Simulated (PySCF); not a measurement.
Coordinates in bohr (charge 0 multiplicity 1):
```
Sb    0.0000   -0.7912   -0.5597
S     0.0000   -4.2049   -2.9745
Br    3.6188   -0.2347    2.3932
Br   -3.6188   -0.2347    2.3932
Br    0.0000    3.3851   -2.7239
```

Method: PBE0 in PySCF with Sb def2-SVP with ECP28, S def2-SVP, Br def2-SVP; scalar-relativistic core potentials, no spin–orbit coupling; density-fitted integrals.

This geometry of SbSBr3 is a stationary point at this level.

What is the point group?

C3v.

Is it a minimum?

Yes: all harmonic wavenumbers are real.

Give the ideal-gas entropy at 298.15 K and 1 bar by parts.

translation 183.3, rotation 125.7, vibration 99.3, spin 0.0; total 408.2 J/(mol K).

What is the atomisation energy, with and without zero-point energy?

956 kJ/mol without, 945 kJ/mol with.

Only a few start shapes were tried, so a lower isomer may exist.
